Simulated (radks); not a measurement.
Problem. Excited configurations of Xe II: one electron is placed in a higher orbital outside [Kr] 4d10 5s2 5p4. The ground configuration is [Kr] 4d10 5s2 5p5. Calculated with a radial shooting solver on a logarithmic mesh with Libxc functionals: scalar-relativistic Kohn-Sham, r2SCAN, spin-polarised, spherical densities, finite nucleus; open shells are filled with parallel spins first (spin-orbit coupling, left out, can overturn this in heavy ions); meta-GGA in the generalised Kohn-Sham scheme; Fermi nuclear charge, rms radius 4.7859 fm. Excitation = E - E(ground); binding = E(ion) - E, where the ion is the core of charge +2; n* = 2/sqrt(2 binding) in atomic units, and the quantum defect is n - n*.

| outer orbital | excitation (eV) | binding (eV) | n* | quantum defect | eigenvalue (eV) | <r> (bohr) |
|---|---|---|---|---|---|---|
| 4f | 17.536 | 3.698 | 3.836 | 0.164 | -2.427 | 7.317 |
| 5d | 12.640 | 8.594 | 2.516 | 2.484 | -5.743 | 3.495 |
| 5f | 18.523 | 2.711 | 4.480 | 0.520 | -1.852 | 11.74 |
| 6s | 12.007 | 9.227 | 2.429 | 3.571 | -7.441 | 4.626 |
| 6p | 14.377 | 6.857 | 2.817 | 3.183 | -5.446 | 5.755 |
| 6d | 16.966 | 4.268 | 3.571 | 2.429 | -3.242 | 8.460 |
| 7s | 16.576 | 4.658 | 3.418 | 3.582 | -3.754 | 9.003 |
| 7d | 18.606 | 2.628 | 4.551 | 2.449 | -2.074 | 14.62 |
| 7f | 19.780 | 1.454 | 6.119 | 0.881 | -1.143 | 26.12 |

Estimate the row for 7p.

Solution. excitation (eV) 17.482; binding (eV) 3.752; n* 3.809; quantum defect 3.191; eigenvalue (eV) -3.022; <r> (bohr) 10.78. The Delta-SCF ionisation energy is 21.234 eV (NIST Atomic Spectra Database: 20.975 eV, semi-empirical). Self-interaction in the functional shifts the binding energies and quantum defects, so they are the method's values and not measured ones. Open shells are spherical and high-spin; term and fine-structure splittings are not resolved. Spin-orbit splitting is averaged out at the scalar-relativistic level.
